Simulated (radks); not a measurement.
All-electron atom: Ba12+ in [Kr] 4d8.

All-electron calculation, scalar-relativistic Kohn-Sham, LDA (Slater exchange, VWN5 correlation), spin-polarised, spherical densities, finite nucleus; open shells are filled with parallel spins first (spin-orbit coupling, left out, can overturn this in heavy ions); Fermi nuclear charge, rms radius 4.8378 fm. Program: a radial shooting solver on a logarithmic mesh with Libxc functionals.

Energy parts (hartree):
| part | energy |
|---|---|
| total | -8084.4049 |
| kinetic | 8533.9972 |
| electron-nucleus | -19223.3274 |
| Hartree | 2788.8495 |
| exchange-correlation | -183.9243 |

Orbitals (lengths in bohr, moments of r in powers of bohr; <r^-3> diverges for s and p1/2; r(90%) holds 90 % of the orbital's charge):
| orbital | occ. | eigenvalue (hartree) | <1/r> | <r^2> | <r^-3> | r(90%) |
|---|---|---|---|---|---|---|
| 1s up | 1 | -1375.737 | 60.64 | 0.0008899 | - | 0.0461 |
| 1s down | 1 | -1375.736 | 60.64 | 0.0008899 | - | 0.0461 |
| 2s up | 1 | -224.1966 | 13.95 | 0.01423 | - | 0.170 |
| 2s down | 1 | -224.1626 | 13.95 | 0.01423 | - | 0.170 |
| 2p up | 3 | -201.9895 | 13.27 | 0.01130 | 7021 | 0.157 |
| 2p down | 3 | -201.9619 | 13.27 | 0.01130 | 7022 | 0.157 |
| 3s up | 1 | -53.41538 | 5.043 | 0.09741 | - | 0.429 |
| 3s down | 1 | -53.39235 | 5.044 | 0.09735 | - | 0.428 |
| 3p up | 3 | -46.29309 | 4.788 | 0.09730 | 1385 | 0.434 |
| 3p down | 3 | -46.26849 | 4.789 | 0.09724 | 1385 | 0.434 |
| 3d up | 5 | -35.93725 | 4.543 | 0.08349 | 190.8 | 0.416 |
| 3d down | 5 | -35.90531 | 4.544 | 0.08344 | 190.8 | 0.416 |
| 4s up | 1 | -16.35151 | 2.132 | 0.4917 | - | 0.946 |
| 4s down | 1 | -16.25912 | 2.132 | 0.4920 | - | 0.947 |
| 4p up | 3 | -13.99272 | 1.982 | 0.5470 | 310.4 | 1.01 |
| 4p down | 3 | -13.90130 | 1.981 | 0.5478 | 310.1 | 1.01 |
| 4d up | 5 | -10.53517 | 1.759 | 0.6455 | 36.54 | 1.11 |
| 4d down | 3 | -10.44646 | 1.757 | 0.6479 | 36.46 | 1.11 |
| 5s up | 0 | -7.18161 | 1.033 | 1.952 | - | 1.85 |
| 5s down | 0 | -7.14077 | 1.028 | 1.965 | - | 1.86 |
| 5p up | 0 | -6.34909 | 0.9595 | 2.239 | 89.17 | 1.99 |
| 5p down | 0 | -6.31367 | 0.9548 | 2.257 | 88.21 | 2.00 |

The highest occupied level is 4d down at -284.26 eV. Summed over all electrons, <r^2> = 11.15 bohr^2, which gives a Langevin (diamagnetic) susceptibility term of -8.83 x 10^-6 cm^3/mol. The density falls to 0.001 e/bohr^3 at r = 1.93 bohr. The electron density at the nucleus is 3.328e+05 e/bohr^3 (large components only). For comparison, the ionisation energy in NIST's Atomic Spectra Database is 296 eV (theoretical). In exact Kohn-Sham theory the highest level is minus the ionisation energy, but local and semilocal functionals leave it too shallow, through self-interaction and a potential that decays too fast; potentials with the right tail come closer. The spin density at the nucleus is -3.084 e/bohr^3 (1s -0.390, 2s -2.101, 3s -0.582, 4s -0.012).
